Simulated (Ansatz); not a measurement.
`[NH2][Ge]([Cl])([Cl])[Cl]` + H₂O → `[OH][Ge]([Cl])([Cl])[Cl]` + NH₃ at 500 K and 1 bar (formal hydrolysis of a Ge–N bond).

Computed with Ansatz on PBE0-D4/def2-TZVP structures; ΔE is electronic, products minus reactants. CCSD(T)/CBS adds triple-zeta CCSD(T) − MP2 to the extrapolated MP2 energy (def2 sets, frozen cores). This one scheme is used for every species. For Ge outer-core shells are correlated without core-valence functions, which leaves a few kJ/mol of doubt a bond. Scalar relativity is left out up to krypton. One conformer a species, not always the lowest.

| species | CCSD(T)/CBS energy (Eh) | H − E (kJ/mol) | S (J/(mol·K)) |
| --- | --- | --- | --- |
| `[NH2][Ge]([Cl])([Cl])[Cl]` | -3511.50302 | 125.8 | 435.1 |
| H₂O | -76.37941 | 73.2 | 206.3 |
| `[OH][Ge]([Cl])([Cl])[Cl]` | -3531.37835 | 91.5 | 428.2 |
| NH₃ | -56.50880 | 108.2 | 211.8 |

H − E and S are ideal-gas, rigid-rotor, harmonic terms from PBE0-D4/def2-TZVP, for one conformer and one mirror image of each species. 1 Eh = 2625.50 kJ/mol, R = 8.31446 J/(mol·K).

Task: By hand: ΔE, ΔH, ΔS and ΔG.

Result: ΔE = (-3531.37835) + (-56.50880) − (-3511.50302) − (-76.37941) = -0.00472 Eh = -12.4 kJ/mol. Δ(H − E) = 91.5 + 108.2 − 125.8 − 73.2 = 0.7, so ΔH = -11.7 kJ/mol. ΔS = 428.2 + 211.8 − 435.1 − 206.3 = -1.4 J/(mol·K). ΔG = -11.7 − 500 × (-1.4)/1000 = -11.0 kJ/mol.

Task: By hand: the equilibrium constant, and the temperature at which ΔG would vanish if ΔH and ΔS stayed fixed.

Result: log₁₀ K = −ΔG/(RT ln 10) = 1.1. ΔG = 0 at ΔH/ΔS = 8357 K, far beyond where these terms or the molecules hold.

The number of gas molecules stays the same, so ΔS is small and ΔH decides. A doubt of 5 kJ/mol in ΔE shifts log₁₀ K by 0.5 here. Other conformers and mirror images would add mixing entropy, several J/(mol·K) or more a flexible species. These are equilibria of isolated gas molecules and say nothing of rates. Largest T1 diagnostic: 0.010 (customary marks: 0.02 for closed shells, 0.045 for open ones).
